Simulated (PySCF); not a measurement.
# How methods differ on the ionisation energy of Tl(79+)

Tl(79+) 1s2 → Tl(80+) 1s1 [1s1/2^1, M_J = 1/2], as a difference of total energies. Calculation: PySCF 2.14, in an even-tempered Gaussian basis (14 s from 290 bohr⁻², ratio 2.4; 11 p from 380 bohr⁻², ratio 2.4; 3 d from 1200 bohr⁻², ratio 2.6; 3 f from 1800 bohr⁻², ratio 2.6); the two-component X2C-1e Hamiltonian. Correlated levels: nothing frozen; the 22 highest virtual spinors dropped. "Screened" scales the spin-orbit matrix elements by Boettger's factors to mimic the two-electron term; Breit and QED terms are absent.

| method | ionisation energy (eV) |
| --- | --- |
| GHF (screened spin-orbit) | 97047.6 |
| GMP2 (screened spin-orbit) | 97049.8 |

Q: How much does correlation contribute at GMP2 (screened spin-orbit)?

A: 97049.8 − (97047.6) = 2.2 eV, measured against GHF (screened spin-orbit).

For this ion Breit and QED terms and the two-electron picture change, all absent here, outweigh the correlation shift from GHF to GMP2.

For comparison: 96783.2 ± 0.3 eV (theoretical estimate listed by NIST; NIST Atomic Spectra Database, ionization energies).
